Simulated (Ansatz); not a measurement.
Born–Oppenheimer molecular dynamics of a periodic cell of 17 atoms, Ba16B (host Ba, host structure bcc, interstitial B). It starts from a relaxed structure.

Method: Ansatz, DFT PBE, scalar-relativistic, plane waves, PAW. Settings: accuracy low, cutoff 420 eV, k mesh 2x2x2, fermi-dirac smearing 0.15 eV, no spin polarisation.

| Property | Result |
| --- | --- |
| ensemble | NVT, Nosé–Hoover chain |
| time step | 1 fs |
| steps asked | 160 |
| set temperature | 1200 K |
| thermostat | time constant 100 fs, chain length 3 |
| seed | 122052 |

First frame:

```xyz
17
Lattice="10.0400 0.0000 0.0000 0.0000 10.0400 0.0000 0.0000 0.0000 10.0400" Properties=species:S:1:pos:R:3
Ba -0.337 -0.003 -0.271
Ba 5.253 -0.003 0.098
Ba 0.190 5.018 -0.174
Ba -0.337 -0.003 5.290
Ba 2.319 2.314 2.510
Ba 4.823 5.017 0.208
Ba 5.253 -0.003 4.921
Ba 7.716 2.709 2.510
Ba 0.190 5.018 5.193
Ba 2.320 7.719 2.510
Ba 2.802 2.272 7.529
Ba 4.823 5.017 4.811
Ba 7.716 7.324 2.510
Ba 7.319 2.659 7.530
Ba 2.799 7.760 7.529
Ba 7.318 7.375 7.529
B 6.387 -0.001 7.530
```

Question: What does the run give?

Answer: All steps were run.

- steps done: 160
- time covered: 160 fs
- mean temperature over the second half: 526 K
- spread of the potential energy over the second half: 17.7 meV per atom
- mean potential energy of the second half above the start: 105.5 meV per atom

The conserved energy stayed within 0.0055 meV per atom of its start (net change 0.0041 meV per atom), so the integration is sound. The mean temperature of the second half is 56 % below the set value. A run of 0.16 ps of so small a system gives no equilibrium averages. Limits of this set-up: coarse k mesh, odd electron count without spin, a small cell, in which the defect meets its images, low accuracy level.

Question: What happens to the structure?

Answer: Mean squared displacements from the first frame to the last, about the centre of mass: Ba 0.29 Å², B 0.06 Å². This is one draw of velocities; another would differ in detail.

Question: How do temperature and energy run in time?

Answer: 
| time (fs) | T (K) | potential energy less start (eV) | conserved less start (meV/atom) |
| --- | --- | --- | --- |
| 0 | 1200 | 0.000 | 0.00 |
| 5 | 1195 | 0.011 | 0.00 |
| 10 | 1181 | 0.040 | 0.00 |
| 15 | 1159 | 0.085 | 0.00 |
| 20 | 1133 | 0.140 | 0.00 |
| 25 | 1104 | 0.201 | 0.00 |
| 30 | 1075 | 0.264 | 0.00 |
| 35 | 1045 | 0.328 | 0.00 |
| 40 | 1014 | 0.396 | 0.00 |
| 45 | 981 | 0.472 | 0.00 |
| 50 | 942 | 0.560 | 0.00 |
| 55 | 899 | 0.659 | 0.00 |
| 60 | 853 | 0.766 | 0.00 |
| 65 | 807 | 0.876 | 0.00 |
| 70 | 763 | 0.984 | 0.00 |
| 75 | 723 | 1.086 | 0.00 |
| 80 | 687 | 1.182 | 0.00 |
| 85 | 654 | 1.274 | 0.00 |
| 90 | 624 | 1.364 | 0.00 |
| 95 | 596 | 1.453 | 0.00 |
| 100 | 569 | 1.542 | 0.00 |
| 105 | 543 | 1.631 | 0.00 |
| 110 | 519 | 1.718 | 0.00 |
| 115 | 498 | 1.803 | 0.00 |
| 120 | 479 | 1.881 | 0.00 |
| 125 | 466 | 1.951 | 0.01 |
| 130 | 457 | 2.009 | 0.01 |
| 135 | 456 | 2.054 | 0.01 |
| 140 | 461 | 2.085 | 0.01 |
| 145 | 472 | 2.102 | 0.00 |
| 150 | 488 | 2.108 | 0.00 |
| 155 | 507 | 2.105 | 0.00 |
| 160 | 529 | 2.096 | 0.00 |

Time of the run: 17 min on 4 threads of Intel(R) Xeon(R) Platinum 8488C (Sapphire Rapids), on a shared host, peak memory 3.8 GiB.
